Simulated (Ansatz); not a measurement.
Coupled-cluster diagnostics for Al₆N⁻, Ansatz.

Geometry of the singlet (PBE0-D4/def2-SVPD):

| atom | x (Å) | y (Å) | z (Å) |
| --- | --- | --- | --- |
| N1 | 0.105 | 0.307 | 0.277 |
| Al2 | -0.509 | -0.528 | 1.962 |
| Al3 | -0.434 | -0.690 | -1.690 |
| Al4 | 2.033 | 0.445 | -0.019 |
| Al5 | -2.018 | 0.363 | 0.050 |
| Al6 | -0.013 | 1.972 | -0.760 |
| Al7 | 0.836 | -1.869 | 0.181 |

Correlated methods freeze 31 core orbitals. The structure comes from a short search, and lower isomers may exist.

(1) Estimate the CCSD(T) correlation energy, the shares of MP2 and (T), T1 and the reference's ⟨S²⟩ for: charge -1, singlet, own geometry in def2-TZVPD; and the rough time on 4 threads of Arm Neoverse V2 on a shared host.

Answers

(1) 
```tsv
state	basis	correlation (eV)	MP2 share (%)	(T) share (%)	T1	⟨S²⟩ (pure)	wall time	remarks
charge -1, singlet, own geometry	def2-TZVPD	-21.012	93.3	8.9	0.026	0.00 (0.00)	12 min	large T1 (0.026), restricted SCF unstable
```
Customary marks for T1 are 0.02 (closed shells), 0.045 (open shells) and about 0.05 (3d metals). T1 exceeds 0.02 in 1 of 1 rows and 0.045 in 0; the higher it lies, the less the single-reference result can be trusted.
